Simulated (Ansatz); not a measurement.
`CC(C)(C)[CH2][Ga]([Cl])[Cl]` + silanol → `[SiH3][O][Ga]([Cl])[Cl]` + `CC(C)(C)C`  (ligand exchange at a Ga–C bond)

Gas-phase electronic energies from Ansatz, PBE0-D4/def2-TZVP geometries. CCSD(T)/CBS adds triple-zeta CCSD(T) − MP2 to the extrapolated MP2 energy (def2 sets, frozen cores). DFT in def2-TZVPP. B3LYP here is the variant with VWN-RPA as its local correlation; programs differ in this. For Ga outer-core shells are correlated without core-valence functions, which leaves a few kJ/mol of doubt a bond. Scalar relativity is left out up to krypton. One conformer a species, not always the lowest.

`CC(C)(C)[CH2][Ga]([Cl])[Cl]`:

Z-matrix (Å, degrees):
```
C
C 1 1.526
H 1 1.093 2 110.9
H 1 1.093 2 110.5 3 -119.5
H 1 1.093 2 111.8 3 120.4
C 2 1.527 1 109.7 3 179.2
C 2 1.529 1 109.2 3 59.5
C 2 1.535 1 110.4 3 -59.7
H 6 1.093 2 111.2 1 -62.9
H 6 1.094 2 111.4 1 176.7
H 6 1.098 2 111.3 1 55.9
H 7 1.094 2 110.8 1 58.5
H 7 1.093 2 111.1 1 178.5
H 7 1.093 2 110.9 1 -61.3
Ga 8 1.959 2 114.6 1 -72.0
H 8 1.094 2 110.7 1 169.6
H 8 1.095 2 110.7 1 50.9
Cl 15 2.145 8 126.3 2 55.8
Cl 15 2.145 8 121.3 2 -124.8
```

`O[SiH3]`:

```xyz
6

O     0.297   -0.733    1.009
Si   -0.229    0.121   -0.299
H     1.146   -0.499    1.384
H    -0.376    1.569    0.013
H    -1.546   -0.453   -0.657
H     0.708   -0.006   -1.450
```

`[SiH3][O][Ga]([Cl])[Cl]`:

```xyz
8

Si   -1.364   -0.370   -0.354
O    -0.162    0.634    0.136
Ga    1.562    0.590    0.448
Cl    2.654   -1.203    0.182
Cl    2.518    2.355    1.094
H    -0.930   -1.792   -0.291
H    -1.744   -0.040   -1.752
H    -2.535   -0.174    0.537
```

`CC(C)(C)C`:

```xyz
17

C     1.286   -0.547    0.613
C     0.000    0.000    0.000
C    -0.105   -0.457   -1.452
C     0.020    1.525    0.053
C    -1.200   -0.521    0.786
H     1.299   -1.640    0.587
H     2.164   -0.188    0.069
H     1.387   -0.235    1.657
H    -1.019   -0.078   -1.918
H    -0.123   -1.549   -1.520
H     0.744   -0.098   -2.040
H    -0.893    1.945   -0.380
H     0.871    1.927   -0.504
H     0.096    1.881    1.084
H    -2.137   -0.144    0.367
H    -1.150   -0.207    1.832
H    -1.239   -1.614    0.765
```

```csv
level,ΔE (kJ/mol),difference from CCSD(T)/CBS
PBE-D4,-53.2,7.3
r2SCAN-D4,-65.9,-5.4
B97M-V,-70.8,-10.3
PBE0-D4,-58.4,2.1
B3LYP-D4,-64.5,-4.0
ωB97M-V,-62.6,-2.1
B2PLYP,-74.0,-13.5
revPBE,-64.5,-4.0
r2SCAN,-68.4,-7.9
B3LYP,-74.7,-14.2
r2SCANh,-69.1,-8.6
BHLYP,-81.9,-21.4
MP2/def2-SVP,-84.5,-24.0
SCS-MP2/def2-TZVPP,-72.8,-12.3
SCS-MP2/def2-QZVPP,-70.0,-9.5
HF/CBS(def2),-102.1,-41.6
CCSD(T)/CBS,-60.5,0
```

Largest T1 diagnostic among the species: 0.012.

From BLYP to BHLYP (50 % exact exchange), in def2-TZVPP and without D4, ΔE moves by −9.6 kJ/mol. Leaving LDA and LC-ωPBE aside and taking each functional with its dispersion term where it has one, the values, not all of them listed here, spread over 21.4 kJ/mol, from B2PLYP to revPBE-D4. LDA lies +10.6 kJ/mol from PBE without D4.

CCSD(T)/CBS has its own doubt, a few kJ/mol and more with outer-core shells, so smaller differences from it don't rank the levels.
